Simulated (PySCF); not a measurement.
C2H9BN2O, SMILES CCNB(N)O.

Geometry optimised at PBE0-D3(BJ)/def2-SVP. The structure was generated by enumeration, and PubChem lists no compound with its InChIKey, so it may never have been made. Other conformers were not sampled.

Method: TDA-PBE/def2-SVPD (PySCF).

Vertical excitations. The molecule is in vacuum.

**Question.** List the lowest excited states. (The exact figures need the calculation; the answer reports its results.)

**Answer.** 
```
state  energy (eV)  λ (nm)      f          main pairs
-----  -----------  ------  -----  ------------------
S1            4.80     258  0.005     HOMO→LUMO 100 %
S2            5.54     224  0.013    HOMO→LUMO+1 98 %
S3            5.65     220  0.004    HOMO−1→LUMO 97 %
S4            5.92     209  0.027    HOMO→LUMO+2 99 %
S5            6.33     196  0.011    HOMO→LUMO+3 95 %
S6            6.39     194  0.023  HOMO−1→LUMO+1 95 %
S7            6.65     186  0.026    HOMO→LUMO+4 98 %
S8            6.75     184  0.005  HOMO−1→LUMO+2 98 %
S9            7.06     176  0.003    HOMO→LUMO+5 92 %
S10           7.17     173  0.010  HOMO−1→LUMO+3 99 %
T1            4.69     264      0     HOMO→LUMO 100 %
T2            5.45     228      0    HOMO→LUMO+1 89 %
T3            5.53     224      0    HOMO−1→LUMO 88 %
T4            5.81     213      0    HOMO→LUMO+2 98 %
```
Triplets are in the Tamm–Dancoff approximation.
